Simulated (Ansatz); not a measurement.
`O[SiH](O)N[SiH](F)F` from Hartree–Fock to CCSD(T)

Z-matrix (Å, degrees):
```
Si
O 1 1.637
N 1 1.717 2 107.2
O 1 1.630 2 109.2 3 116.8
H 1 1.483 2 111.0 3 -121.9
H 2 0.959 1 118.3 3 70.3
Si 3 1.696 1 126.1 2 0.9
H 3 1.011 1 117.9 2 179.3
H 4 0.958 1 118.0 2 71.7
F 7 1.587 3 107.4 1 -168.0
F 7 1.592 3 109.7 1 -51.1
H 7 1.468 3 116.8 1 70.1
```

Total charge 0; spin multiplicity 1. The structure was optimised at the PBE0-D4/def2-TZVP level. It is one conformer, not always the lowest. Frozen core, restricted reference, Ansatz. CBS rows extrapolate triple and quadruple zeta; past MP2 they add the triple-zeta difference.

```tsv
basis	HF (Eh)	MP2 corr.	CCSD corr.	(T)	CCSD(T) total
def2-TZVPP	-984.37733	-1.41801	-1.44296	?	?
def2-QZVPP	?	-1.54139	–	–	–
CBS(def2)	?	?	-1.65775	as TZ	?
```

Task: Fill in the withheld values. (Best estimate.)

Result: Computed: def2-TZVPP (T): -0.04760; def2-TZVPP CCSD(T) total: -985.86789; def2-QZVPP HF (Eh): -984.41674; CBS(def2) HF (Eh): -984.42217; CBS(def2) MP2 corr.: -1.63279; CBS(def2) CCSD(T) total: -986.12752.
